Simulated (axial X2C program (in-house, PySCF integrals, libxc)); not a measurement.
## MoAs along the bond: HF, with spin–orbit coupling

Calculated with an in-house relativistic program for diatomic molecules. Two-component (2c) means X2C with spin–orbit coupling and atomic mean-field two-electron Coulomb and Gaunt terms. Basis: Mo dyall-cv3z [11s12p9d5f3g], As dyall-cv3z [9s9p6d4f1g] (cores contracted in-house); Gaussian nuclei, density fitting, unrestricted open shells. Masses: Mo 97.905 u, As 74.922 u.

State: Ω = 3/2 (⟨Sz⟩ = 1.50, ⟨Lz⟩ = 0.00 at HF). Dipoles are positive if As is the positive end.

```tsv
R (Å)	μ (D)	HOMO (eV)	LUMO (eV)
1.991	-3.206	-6.83	0.05
2.082	-3.495	-6.93	0.05
2.151	-3.669	-6.99	0.07
2.219	-3.807	-7.04	0.09
2.288	-3.912	-7.08	0.12
2.368	-3.997	-7.10	0.12
2.448	-4.037	-7.10	0.07
2.551	-4.009	-7.06	0.01
2.677	-3.813	-6.97	-0.04
2.860	-3.169	-6.80	-0.05
```

The minimum lies at 2.658 Å. What is the dipole moment there, and its slope?

At HF, 2c, with the sign and origin stated: μ = -3.85 D, dμ/dR = 2.08 D/Å.

The state is one determinant whose occupation by symmetry is held fixed; it was picked as the lowest of a PBE0 search that is not exhaustive. With several unpaired electrons one determinant need not be a pure state. This is the top spin component of a Σ state; components of lower Ω are not single determinants and can lie lower. The determinant is spin-polarised beyond a pure state at some levels (its spin-free form has ⟨S²⟩ too high), which makes Re and μ there less reliable.
